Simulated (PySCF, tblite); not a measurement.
A set of runs on `Oc1ccc(C(F)(F)F)o1`; the geometry of each is named by its level. Settings lines and outputs come from a driver script.

Species: C5H3F3O2.
Numbering: `[OH:1][c:2]1[cH:3][cH:4][c:5]([C:6]([F:7])([F:8])[F:9])[o:10]1` (hydrogens: H11 on O1; H12 on C3; H13 on C4)

Step 1: GFN2-xTB geometry optimisation, gas phase (tblite 0.8.0) (from a force-field or distance-geometry start)
```json
{"job": {"kind": "relax", "xc": "GFN2-xTB", "basis": "xTB"}, "charge": 0, "multiplicity": 1}
```
```
step      E/eV     max force
  0    -940.45680    1.839
  1    -940.51326    1.016
  2    -940.52958    0.403
...
 24    -940.57525    0.033
 25    -940.57540    0.039
 26    -940.57549    0.030
 27    -940.57554    0.014
 28    -940.57557    0.009
```

Energy lowered by 2.7 kcal/mol over 28 steps; largest atomic force 0.009 eV/Å at the end. «max force» is the largest atomic force in eV/Å.

Step 2: GFN2-xTB harmonic vibrations, gas phase (tblite 0.8.0) (on the GFN2-xTB geometry)
```json
{"job": {"kind": "ir", "xc": "GFN2-xTB", "basis": "xTB"}, "charge": 0, "multiplicity": 1}
```
```
(table of modes left out)
```

33 modes from 22 to 3497 cm⁻¹ (unscaled, harmonic); zero-point energy 47.4 kcal/mol; all wavenumbers are real at this level.

Step 3: TDDFT PBE0/def2-SVPD, vertical, gas phase, core orbitals frozen in the response (PySCF 2.14.0, density-fitted response routines) (on the GFN2-xTB geometry)
```json
{"job": {"kind": "uv", "xc": "PBE0", "basis": "def2-SVPD", "nstates": 6, "ntriplets": 2}, "charge": 0, "multiplicity": 1}
```
```
...
Static polarisability (au): isotropic 67.010, principal 46.411 69.869 84.748
Singlet excitations
state   eV       nm        f      main configurations
  1   5.6540    219.3   0.00039   H->L+1 0.99
  2   5.6770    218.4   0.24770   H->L 0.96
  3   6.6454    186.6   0.00004   H->L+2 0.95
  4   6.9256    179.0   0.01786   H->L+3 0.64, H-1->L 0.34
  5   7.2832    170.2   0.01435   H->L+4 0.87
  6   7.4327    166.8   0.00002   H->L+5 0.87
Triplet excitations (Tamm-Dancoff, eV): 3.6991 5.3667
```

HOMO -6.76 eV, LUMO -0.49 eV; lowest singlet 5.65 eV; lowest triplet 3.70 eV (Tamm–Dancoff); mean polarisability 67.0 au.

Time: 43 s of wall time; peak memory 0.96 GiB. Hardware: an Intel Xeon Platinum 8488C with one thread, no GPU, shared host with 96 logical CPUs at a one-minute load of 28.

Geometry of the electronic-property runs (GFN2-xTB):
```
atom  x, y, z in Å
O1    -2.7617    0.7734   -0.0324
C2    -1.5817    0.1584   -0.0328
C3    -1.2821   -1.1733   -0.0904
C4     0.1297   -1.2480   -0.0585
C5     0.5820    0.0352    0.0149
C6     1.9578    0.5928    0.0763
F7     2.1840    1.3118    1.1904
F8     2.8719   -0.3843    0.0536
F9     2.2386    1.4123   -0.9528
O10   -0.4675    0.9064    0.0311
H11   -2.6290    1.7297    0.0170
H12   -1.9783   -1.9815   -0.1472
H13    0.7318   -2.1324   -0.0871
```

 (This holds for the electronic-property runs.)

One conformer stands for the species.
